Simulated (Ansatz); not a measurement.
Calculated with Ansatz (gas phase, PBE0-D4/def2-TZVP geometries, no zero-point term in ΔE). CBS: MP2 limit from def2 TZ/QZ plus the TZ coupled-cluster correction, frozen cores. This one scheme is used for every species. Functionals use def2-TZVPP. HSE06 is defined as in plane-wave codes. Open shells (•) are unrestricted, without spin–orbit coupling. Elements past krypton have def2 core potentials. For In outer-core shells are correlated without core-valence functions, which leaves a few kJ/mol of doubt a bond. One conformer a species, not always the lowest.

`[F][In]([Cl])[O][SiH3]` → `[O][In]([F])[Cl]`• + `[SiH3]`•  (homolysis of the O–Si bond)

`[F][In]([Cl])[O][SiH3]`:

Cartesian coordinates in Å:
```
F -1.614 -0.333 -2.194
In -0.674 -1.421 -0.903
Cl -0.797 -3.694 -1.026
O 0.342 -0.459 0.449
Si 0.617 1.115 0.824
H -0.661 1.832 1.088
H 1.325 1.811 -0.284
H 1.462 1.150 2.045
```

`[O][In]([F])[Cl]`•:

Z-matrix (Å, degrees):
```
In
O 1 1.987
Cl 1 2.286 2 124.5
F 1 1.928 2 116.6 3 180.0
```

`[SiH3]`•:

```xyz
4

Si    0.001   -0.046   -0.334
H     1.254   -0.637    0.203
H    -1.197   -0.735    0.212
H    -0.057    1.417   -0.080
```

(1) What is ΔE at CCSD(T)/CBS? (Best estimate.)

(2) What do these levels give: BLYP-D4, HSE06, CCSD(T)/def2-SVP, HF/def2-TZVPP, HF/def2-QZVPP, CCSD/CBS(def2)? (An estimate is asked.)

Largest T1 diagnostic among the species: 0.017.

Results:

(1) The calculation gave: +5.77 eV.

(2) The calculation gave: BLYP-D4 5.25, HSE06 5.29, CCSD(T)/def2-SVP 5.29, HF/def2-TZVPP 4.26, HF/def2-QZVPP 4.29, CCSD/CBS(def2) 5.68 eV.

The D4 term adds +0.10 eV with B3LYP and +0.06 eV with PBE0; it sums over pairs of atoms, weighted by their polarisabilities, and B3LYP, whose exchange is more repulsive, gets the larger term. In def2-TZVPP, CCSD(T) changes the Hartree–Fock value by +1.30 eV (the triples alone add +0.09 eV) and MP2 by +1.72 eV; breaking electron pairs costs correlation energy, which Hartree–Fock lacks. Leaving LDA and LC-ωPBE aside and taking each functional with its dispersion term where it has one, the values, not all of them listed here, spread over 0.50 eV, from revPBE-D4 to ωB97M-V. LDA lies +0.85 eV from PBE without D4, its usual overbinding.

B3LYP here is the variant with VWN-RPA as its local correlation; programs differ in this.
